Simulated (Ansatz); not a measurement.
Consider the ligand exchange at a B–O bond: `CB(N)O[SiH3]` + HBr → `CB(N)Br` + `O[SiH3]`.

Computed with Ansatz on PBE0-D4/def2-TZVP structures; ΔE is electronic, products minus reactants. CBS: MP2 limit from def2 TZ/QZ plus the TZ coupled-cluster correction, frozen cores. Functionals use def2-TZVPP. For Br outer-core shells are correlated without core-valence functions, which leaves a few kJ/mol of doubt a bond. Scalar relativity is left out up to krypton. One conformer a species, not always the lowest.

`CB(N)O[SiH3]`:

```xyz
13

C    -0.764    0.272   -1.266
B    -0.701   -0.101    0.265
N    -1.856   -0.344    1.020
O     0.507   -0.202    0.928
Si    2.061   -0.006    0.449
H    -0.205   -0.454   -1.866
H    -1.781    0.315   -1.663
H    -0.296    1.245   -1.448
H    -1.817   -0.580    1.997
H    -2.782   -0.297    0.638
H     2.296    1.375   -0.053
H     2.924   -0.253    1.629
H     2.415   -0.967   -0.630
```

HBr:

```xyz
2

Br   -0.674   -0.142    0.172
H     0.674    0.142   -0.172
```

`CB(N)Br`:

```xyz
9

C    -0.459    0.713    0.852
B     0.441   -0.200   -0.039
N     0.033   -0.778   -1.231
Br    2.270   -0.573    0.535
H    -0.563    0.287    1.854
H    -1.460    0.860    0.437
H     0.004    1.695    0.986
H     0.627   -1.364   -1.792
H    -0.891   -0.640   -1.603
```

`O[SiH3]`:

Z-matrix (Å, degrees):
```
Si
O 1 1.648
H 1 1.489 2 111.7
H 1 1.489 2 111.7 3 120.9
H 1 1.481 2 105.9 3 -119.6
H 2 0.957 1 117.9 3 -60.5
```

CCSD(T)/CBS gives +0.32 eV.

Another level gave +0.37 eV. Which?
A. revPBE/def2-TZVPP
B. CAM-B3LYP-D4/def2-TZVPP
C. RPA@PBE/def2-TZVPP
D. PBE0-D4/def2-TZVPP

C. RPA@PBE/def2-TZVPP 0.37, CAM-B3LYP-D4 0.44, PBE0-D4 0.31, revPBE 0.23 eV.

Largest T1 diagnostic among the species: 0.011.

Leaving LDA and LC-ωPBE aside and taking each functional with its dispersion term where it has one, the values, not all of them listed here, spread over 0.15 eV, from PBE-D4 to CAM-B3LYP-D4. LDA lies +0.10 eV from PBE without D4. At CCSD(T), def2-SVP lies +0.19 eV from the extrapolated value and def2-TZVPP +0.03 eV. The D4 term adds +0.04 eV with B3LYP and +0.02 eV with PBE0; it sums over pairs of atoms, weighted by their polarisabilities, and B3LYP, whose exchange is more repulsive, gets the larger term.

B3LYP here is the variant with VWN-RPA as its local correlation; programs differ in this.
